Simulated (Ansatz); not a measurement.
```yaml
crystal:
  periodic: [false, false, false]
  atoms:
    - {symbol: O, position_ang: [-0.867042, 0.308479, -1.725141]}
    - {symbol: Si, position_ang: [0.136662, 0.113299, -0.469694]}
    - {symbol: O, position_ang: [1.586385, -0.095020, -1.160015]}
    - {symbol: C, position_ang: [-0.329740, -0.425391, 1.175030]}
    - {symbol: O, position_ang: [-0.022295, 1.034071, 0.870333]}
    - {symbol: H, position_ang: [-1.770707, 0.553720, -1.520769]}
    - {symbol: H, position_ang: [2.342400, -0.135257, -0.572369]}
    - {symbol: H, position_ang: [0.375102, -0.841317, 1.892808]}
    - {symbol: H, position_ang: [-1.362264, -0.558887, 1.492816]}
basis:
  gaussian: {orbitals: "6-31G*"}
magnetization: {spin_polarized: true, initial_magnetization: 6}
hamiltonian: {xc: {name: BHLYP}}
```

```sh
$ ansatz run in.yaml --threads 2 --pin off --events-out ev --progress --plain --max-ram 4352MiB
```

It prints (some lines left out):

```
Functional definition: BHLYP
813 factors; integrals over basis functions are off by at most 9.5e-4 eV
mean field evaluation 1: about -15091.4147 eV, gradient 2.9e1 eV
mean field evaluation 2: about -15092.6208 eV, gradient 2.7e1 eV
mean field evaluation 4: about -15095.2557 eV, gradient 2.4e0 eV
mean field evaluation 8: about -15095.3844 eV, gradient 2.6e-1 eV
mean field evaluation 16: about -15095.3885 eV, gradient 2.0e-2 eV
mean field evaluation 32: about -15095.4881 eV, gradient 6.6e-5 eV
mean field -15095.48805042 eV, -554.7489537637 hartree, gradient 1.8e-5 eV, S^2 12.015224; 6 other end points of the search recorded, 0 dependent functions left out
reference -15095.48820234 eV, -554.7489593468 hartree; 27, 21 occupied and 60, 66 virtual orbitals, 813 factors
Total energy: -15095.48820234 eV, -554.7489593468 hartree
```

Problem. Something in this input is off. What?

Solution. The spin is set far too high for this molecule. The run converged. The result belongs to that input, not to the molecule as meant.
